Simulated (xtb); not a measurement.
Ga₂H₄, SMILES [GaH2][GaH2]. All values are semi-empirical tight-binding results from xtb (GFN2-xTB unless named), good for trends rather than for accurate numbers. Geometry optimised at GFN2-xTB.

Optimised geometry:

Bonds (Å): Ga1–Ga2 2.537, Ga1–H3 1.642, Ga1–H4 1.642, Ga2–H5 1.642, Ga2–H6 1.642. Bond angles (°): Ga2–Ga1–H3 126.9, Ga2–Ga1–H4 126.9, H3–Ga1–H4 106.2, Ga1–Ga2–H5 126.9, Ga1–Ga2–H6 126.9, H5–Ga2–H6 106.2.

For metal compounds this method's bond lengths and energies can be far off.

Computed properties:
| Item | Value |
|---|---|
| point group as xtb finds it | D2d |
| orbital gap | 3.56 eV |
| zero-point energy | 11.8 kcal/mol |
| G − E(el) at 298.15 K (modified RRHO) | -5.8 kcal/mol |

Computed atomic charges and the Wiberg bond orders between heavy atoms:
charges (e) Ga1 0.24, Ga2 0.24, H3 -0.12, H4 -0.12, H5 -0.12, H6 -0.12. Bond orders Ga1–Ga2 0.64.
